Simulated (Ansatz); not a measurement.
Ansatz (a quantum-chemistry and plane-wave program) input (CCSD(T)/aug-cc-pV(D+d)Z):
A basis named .json is the Basis Set Exchange file of that set.

Ansatz 0.2 input:
```yaml
crystal:
  periodic: [false, false, false]
  atoms:
    - {symbol: C, position_ang: [1.14107175, -1.23853560, 0.56627149]}
    - {symbol: Si, position_ang: [0.02888615, -0.08673494, -0.42960312]}
    - {symbol: C, position_ang: [-1.75960109, -0.18757908, 0.15904927]}
    - {symbol: N, position_ang: [0.57383929, 1.53640544, -0.12235263]}
    - {symbol: H, position_ang: [0.85290443, -2.28035186, 0.41508604]}
    - {symbol: H, position_ang: [1.06246434, -1.00863806, 1.63347416]}
    - {symbol: H, position_ang: [2.18748131, -1.13806204, 0.27161436]}
    - {symbol: H, position_ang: [-2.16605587, -1.18653805, -0.00874242]}
    - {symbol: H, position_ang: [-2.39634688, 0.52272647, -0.37190417]}
    - {symbol: H, position_ang: [-1.81721895, 0.03471363, 1.22919864]}
    - {symbol: H, position_ang: [1.55456288, 1.75671668, -0.21659751]}
    - {symbol: H, position_ang: [0.01210363, 2.31557240, -0.43314164]}
basis:
  gaussian:
    orbitals: aug-cc-pV_D+d_Z.json
magnetization: {spin_polarized: true, initial_magnetization: 1}
correlation: {method: ccsd_t, electrons: outside_noble_gas}
output: {forces: true}
```

Output:

```
Functional definition: HF
integrals: 1.08 GiB planned
1722 factors; integrals over basis functions are off by at most 1.2e-3 eV
1.04 GiB of device memory are held for the factors and their scratch space
mean field: 1.15 GiB planned
mean field evaluation 1: about -11526.5605 eV, gradient 3.3e1 eV
mean field evaluation 2: about -11526.5844 eV, gradient 3.3e1 eV
mean field evaluation 4: about -11532.2544 eV, gradient 3.3e0 eV
mean field evaluation 8: about -11532.3792 eV, gradient 1.5e-1 eV
mean field evaluation 16: about -11532.3286 eV, gradient 1.1e0 eV
mean field -11532.37986062 eV, -423.8071429498 hartree, gradient 4.3e-6 eV, S^2 0.754356; 0 other end points of the search recorded, 0 dependent functions left out
8 core orbitals not correlated
reference -11532.37986062 eV, -423.8071429498 hartree; 13, 12 occupied and 152, 153 virtual orbitals, 1722 factors
densities: 7.64 GiB planned
second order -15.71930527 eV of doubles, -0.00000000 eV of singles
coupled cluster: 5.76 GiB planned
cycle   1  -16.66436389 eV  change   -9.5e-1 eV  update   8.8e-2
cycle   2  -17.09058783 eV  change   -4.3e-1 eV  update   2.7e-2
cycle   3  -17.17417280 eV  change   -8.4e-2 eV  update   1.4e-2
cycle   4  -17.17263843 eV  change    1.5e-3 eV  update   5.1e-3
cycle   5  -17.17132193 eV  change    1.3e-3 eV  update   2.6e-3
cycle   6  -17.17153067 eV  change   -2.1e-4 eV  update   1.1e-3
cycle   7  -17.17158122 eV  change   -5.1e-5 eV  update   4.1e-4
cycle   8  -17.17167973 eV  change   -9.9e-5 eV  update   1.6e-4
cycle   9  -17.17169265 eV  change   -1.3e-5 eV  update   6.2e-5
cycle  10  -17.17166609 eV  change    2.7e-5 eV  update   2.9e-5
cycle  11  -17.17167839 eV  change   -1.2e-5 eV  update   1.4e-5
cycle  12  -17.17168269 eV  change   -4.3e-6 eV  update   5.7e-6
cycle  13  -17.17168551 eV  change   -2.8e-6 eV  update   2.7e-6
perturbative correction -0.56135999 eV, -0.0206295993 hartree
the calculation of the forces begins
1.04 GiB of device memory are held for the factors and their scratch space
Total energy: -11550.11290612 eV, -424.4588203521 hartree
Atom 0 at     1.141072    -1.238536     0.566271 Å, force    -0.169642     0.190739    -0.197585 eV/Å
Atom 1 at     0.028886    -0.086735    -0.429603 Å, force    -0.098426    -0.344228    -0.187290 eV/Å
Atom 2 at    -1.759601    -0.187579     0.159049 Å, force     0.293421     0.022965    -0.132576 eV/Å
Atom 3 at     0.573839     1.536405    -0.122353 Å, force    -0.013131     0.073099     0.282188 eV/Å
Atom 4 at     0.852904    -2.280352     0.415086 Å, force    -0.129052    -0.483677    -0.063337 eV/Å
Atom 5 at     1.062464    -1.008638     1.633474 Å, force    -0.038858     0.111857     0.465218 eV/Å
Atom 6 at     2.187481    -1.138062     0.271614 Å, force     0.481295     0.041414    -0.128182 eV/Å
Atom 7 at    -2.166056    -1.186538    -0.008742 Å, force    -0.193865    -0.460194    -0.072436 eV/Å
Atom 8 at    -2.396347     0.522726    -0.371904 Å, force    -0.297684     0.323649    -0.237542 eV/Å
Atom 9 at    -1.817219     0.034714     1.229199 Å, force    -0.014402     0.102996     0.468652 eV/Å
Atom 10 at     1.554563     1.756717    -0.216598 Å, force     0.379727     0.105780    -0.057904 eV/Å
Atom 11 at     0.012104     2.315572    -0.433142 Å, force    -0.199383     0.315600    -0.139205 eV/Å
Dipole moment:     0.050425     0.147388     0.021200 e Å
```

It need not be the lowest isomer of its formula.
